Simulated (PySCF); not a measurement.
## FRuN, quintet: data card

Computed with PySCF, UPBE0, basis Ru def2-TZVP with ECP28, N def2-TZVP, F def2-TZVP (scalar-relativistic core potentials, no spin–orbit coupling, density fitting).

The structure is a minimum.

```xyz
3
charge 0 multiplicity 5, angstrom
Ru   -0.0780    0.0000   -0.2235
N    -1.5058    0.0000    0.6280
F     1.5283    0.0000    0.7334
```

* Point group: Cs
* Bond lengths: Ru–F 1.870 Å, Ru–N 1.663 Å
* Bond angles: F–Ru–N 118.4°
* Zero-point energy: 11.1 kJ/mol
* Spin squared ⟨S²⟩: 6.020
* Principal polarisabilities: 31.1, 37.5, 51.5 bohr³
* Dipole moment: 2.64 D
* Enthalpy at 298.15 K above 0 K: 11.74 kJ/mol
* Rotational symmetry number: 1
* Lowest empty level (β): -4.37 eV
* Heat capacity Cp at 298.15 K: 46.4 J/(mol K)
* Principal quadrupole moments (Buckingham, traceless) about the centre of mass: -7.08, 2.03, 5.05 D Å
* Atomisation energy without zero-point energy: 736 kJ/mol
* Highest occupied level (α): -6.73 eV
* Rotational constants: 0.88, 0.215, 0.1728 cm⁻¹
* Entropy at 298.15 K and 1 bar (electronic part: spin only): 291.3 J/(mol K)

Harmonic modes (masses in u: Ru 101.904, N 14.003, F 18.998):
```json
{"symmetry": "a'", "ω (cm⁻¹)": "228", "IR (km/mol)": "7.6", "μ (u)": "17.83", "type": "bend"}
{"symmetry": "a'", "ω (cm⁻¹)": "639", "IR (km/mol)": "103", "μ (u)": "21.74", "type": "stretch"}
{"symmetry": "a'", "ω (cm⁻¹)": "987", "IR (km/mol)": "48.8", "μ (u)": "15.67", "type": "stretch"}
```

Charges (e):
| atom | Mulliken | Löwdin | polar tensor | spin (Mulliken) | Mayer order to Ru1 |
| --- | --- | --- | --- | --- | --- |
| Ru1 | 0.96 | 0.58 | 1.01 | 3.04 | – |
| N2 | -0.45 | -0.27 | -0.39 | 0.83 | 2.42 |
| F3 | -0.51 | -0.32 | -0.62 | 0.13 | 0.75 |

Mulliken populations on Ru1 (electrons outside its core potential): s 2.53, p 6.28, d 6.21, f 0.02.

Formally Ru is in oxidation state +4, d4, with 4 unpaired electrons (the high-spin count). The Mulliken spin on Ru is 3.04. The polar-tensor charge on Ru, 1.01, is far below the formal one.

Other isomers or separated fragments may lie lower. Open d and f shells are described by one determinant, and the ground state may have another occupation or spin. At this level a singlet minimum of Cs symmetry lies 164 kJ/mol below this structure.

The final relaxation and frequency run took of the order of 6 core-minutes on a shared host.
